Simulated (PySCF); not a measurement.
1,1-difluoro-2-methylprop-1-ene (C4H6F2), SMILES CC(C)=C(F)F. Atoms are numbered in the order given.

```xyz
12

C      0.0000     1.2856    -1.4013
C      0.0000     0.0000    -0.6347
C      0.0000    -1.2856    -1.4013
C      0.0000     0.0000     0.6961
F      0.0000    -1.0782     1.4530
F      0.0000     1.0782     1.4530
H      0.8856     1.3476    -2.0558
H      0.0000     2.1630    -0.7419
H     -0.8856     1.3476    -2.0558
H      0.0000    -2.1630    -0.7419
H     -0.8856    -1.3476    -2.0558
H      0.8856    -1.3476    -2.0558
```

Geometry: PBE0-D3(BJ)/def2-SVP.

These are PBE0/pcSseg-1 (PySCF) values and carry that method's errors.

GIAO shieldings, no solvent; atoms alike by connectivity are averaged. δ = σ(ref) − σ: ¹³C against TMS (σ = 186.3 ppm); ¹⁹F against CFCl3 (σ = 167.2 ppm); ¹H against TMS (σ = 31.56 ppm), references at their B3LYP-D3(BJ)/def2-TZVP geometries, non-relativistic.

Computed chemical shifts:
```tsv
nucleus	atoms	count	δ (ppm)
¹³C	C4	1	163.6
¹³C	C2	1	86.9
¹³C	C1, C3	2	17.8
¹⁹F	F5, F6	2	-105.2
¹H	H7, H8, H9, H10, H11, H12	6	1.93
```
